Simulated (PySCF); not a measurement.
C₅H₆O, SMILES C=C1C=COC1. Geometry: B3LYP-D3(BJ)/def2-SVP. One conformer was computed; it need not be the lowest.

Computed equilibrium geometry at B3LYP-D3(BJ)/def2-SVP (PySCF confirms it by a frequency run) as Cartesian coordinates in Å, and its point group (one conformer of several):
point group Cs.
```xyz
12

C      0.0352    -2.1526     0.0000
C      0.0558    -0.8089     0.0000
C      1.1972     0.1004     0.0000
C      0.7159     1.3612     0.0000
O     -0.6329     1.4575     0.0000
C     -1.1559     0.1128     0.0000
H      0.9631    -2.7288     0.0000
H     -0.9041    -2.7113     0.0000
H      2.2454    -0.1899     0.0000
H      1.2460     2.3143     0.0000
H     -1.7883    -0.0109    -0.8944
H     -1.7883    -0.0109     0.8944
```
Charge 0, spin multiplicity 1.
